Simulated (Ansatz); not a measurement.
`C=[N][GaH2]` + `N#CO` → `N#C[O][GaH2]` + `C=N` at 700 K and 1 bar (ligand exchange at a Ga–N bond).

Gas-phase electronic energies from Ansatz, PBE0-D4/def2-TZVP geometries. CBS: MP2 limit from def2 TZ/QZ plus the TZ coupled-cluster correction, frozen cores. This one scheme is used for every species. For Ga outer-core shells are correlated without core-valence functions, which leaves a few kJ/mol of doubt a bond. Scalar relativity is left out up to krypton. One conformer a species, not always the lowest.

| species | CCSD(T)/CBS energy (Eh) | H − E (kJ/mol) | S (J/(mol·K)) |
| --- | --- | --- | --- |
| `C=[N][GaH2]` | -2019.05960 | 166.4 | 378.6 |
| `N#CO` | -168.48100 | 90.2 | 286.3 |
| `N#C[O][GaH2]` | -2093.04540 | 122.5 | 388.0 |
| `C=N` | -94.52360 | 135.6 | 268.6 |

H − E and S are ideal-gas, rigid-rotor, harmonic terms from PBE0-D4/def2-TZVP, for one conformer and one mirror image of each species. 1 Eh = 2625.50 kJ/mol, R = 8.31446 J/(mol·K).

Task: By hand: ΔE, ΔH, ΔS and ΔG.

Result: ΔE = (-2093.04540) + (-94.52360) − (-2019.05960) − (-168.48100) = -0.02840 Eh = -74.6 kJ/mol. Δ(H − E) = 122.5 + 135.6 − 166.4 − 90.2 = 1.5, so ΔH = -73.1 kJ/mol. ΔS = 388.0 + 268.6 − 378.6 − 286.3 = -8.3 J/(mol·K). ΔG = -73.1 − 700 × (-8.3)/1000 = -67.3 kJ/mol.

Task: By hand: the equilibrium constant, and the temperature at which ΔG would vanish if ΔH and ΔS stayed fixed.

Result: log₁₀ K = −ΔG/(RT ln 10) = 5.0. ΔG = 0 at ΔH/ΔS = 8807 K, far beyond where these terms or the molecules hold.

The number of gas molecules stays the same, so ΔS is small and ΔH decides. A doubt of 5 kJ/mol in ΔE shifts log₁₀ K by 0.4 here. Other conformers and mirror images would add mixing entropy, several J/(mol·K) or more a flexible species. These are equilibria of isolated gas molecules and say nothing of rates. Largest T1 diagnostic: 0.017 (customary marks: 0.02 for closed shells, 0.045 for open ones).
